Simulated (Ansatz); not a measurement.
Basis-set extrapolation for `CO[SiH2][SiH2]O` (PBE0-D4/def2-TZVP geometry, frozen core, Ansatz 0.2.0). Multiplicity 1, RHF reference.

```json
{"": "HF", "def2-TZVPP": "-770.295707", "def2-QZVPP": "-770.323723"}
{"": "MP2 correlation", "def2-TZVPP": "-0.898546", "def2-QZVPP": "-0.967893"}
{"": "CCSD(T) correlation", "def2-TZVPP": "-0.984277", "def2-QZVPP": "not run"}
```

Energies in hartree. Use E(X) = E(∞) + A·exp(−7.88·√X) for Hartree–Fock and E(X) = E(∞) + B·X^(−2.97) for correlation, with X = 3 and 4, and add CCSD(T) minus MP2 of the smaller set to the MP2 limit.

Q: What is the CCSD(T) energy at the basis-set limit?

A: HF limit: -770.323723 + (-0.028016) × 0.13774 = -770.32758. MP2 limit: -0.967893 + (-0.069347) × 0.74074 = -1.01926. Higher-order term: -0.984277 − (-0.898546) = -0.08573. Total: -771.43257 hartree, 95.7 kcal/mol below CCSD(T)/def2-TZVPP.
